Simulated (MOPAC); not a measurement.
MOPAC input (AM1):

```
AM1 FORCE THERMO(298,298) PRECISE LET UHF MS=0.5 GEO-OK AUX(PRECISION=9) THREADS=1
FPb

Pb    0.00000000 1    0.00000000 1   -0.16658471 1
F     0.00000000 1    0.00000000 1    1.82851471 1
```

From the output:

```
     F    2   4.949200   4.949158

          HEAT OF FORMATION =     -20.171951 KCALS/MOLE

          ZERO POINT ENERGY       0.993 KCAL/MOL

           NORMAL COORDINATE ANALYSIS (Total motion = 1 Angstrom)

   Root No.       1

                 1 Sig

                 694.8

           1   -0.0840
           2   -0.0000
           3    0.0000
           4    0.9160
           5   -0.0000
           6   -0.0000

           MASS-WEIGHTED COORDINATE ANALYSIS (NORMAL COORDINATES)

   Root No.       1

                 1 Sig

                 694.8

           1   -0.2898
           2   -0.0000
           3    0.0000
           4    0.9571
           5   -0.0000
           6   -0.0000

          DESCRIPTION OF VIBRATIONS

 VIBRATION          1    1Sig        ATOM PAIR     ENERGY CONTRIBUTION    RADIAL
 FREQUENCY           694.76         Pb1 -- F 2        +100.0% (100.0%)    100.0%
 TRANSITION DIPOLE   1.8738
 TRAVEL (Ang.)       0.0747
 REDUCED MASS       17.4027
 EFFECTIVE MASS     27.0568
 FORCE CONSTANT      4.9492

      SYMMETRY NUMBER FOR POINT-GROUP C*v =  1

          SYSTEM IS A GROUND STATE

 FPb

          MOLECULE IS LINEAR

          THERE ARE  1 GENUINE VIBRATIONS IN THIS SYSTEM
          THIS THERMODYNAMICS CALCULATION IS LIMITED TO
          MOLECULES WHICH HAVE NO INTERNAL ROTATIONS

                    CALCULATED THERMODYNAMIC PROPERTIES
                                          *
   TEMP. (K)   PARTITION FUNCTION   H.O.F.    ENTHALPY  HEAT CAPACITY ENTROPY
                                   KCAL/MOL   CAL/MOLE    CAL/K/MOL  CAL/K/MOL

 298.00  VIB.     0.1036D+01                    71.8997     0.8386     0.3119
         ROT.     0.8511D+03                   592.1869     1.9872    15.3939
         INT.     0.8819D+03                   664.0866     2.8258    15.7058
         TRA.     0.3289D+28                  1480.4672     4.9680    42.1488
         TOT.                      -20.172    2144.5538     7.7938    57.8547

   *: NOTE: HEATS OF FORMATION ARE RELATIVE TO THE
            ELEMENTS IN THEIR STANDARD STATE AT 298K
              (=  Standard Enthalpy of Formation).

            Hvib:  Zero-point energy is not included.
                   frequencies of less than zero cm-1 are not included.
            Hrot = (3/2)RT
            Htra = (3/2)RT + pV = (5/2)RT

            Heat capacity is Cp, not Cv

          For more information, see: HTTP://OpenMOPAC.net/Manual/thermochemistry.html

           FORCE CONSTANT IN CARTESIAN COORDINATES (Millidynes/A)

    ATOM   CHEMICAL       X               Y               Z
   NUMBER   SYMBOL  FORCE CONSTANT  FORCE CONSTANT  FORCE CONSTANT

      1      Pb        4.949200        0.000366        0.000366
      2       F        4.949199        0.000366        0.000366

 **********************
 *                    *
 * JOB ENDED NORMALLY *
 *                    *
 **********************

 == MOPAC DONE ==
```
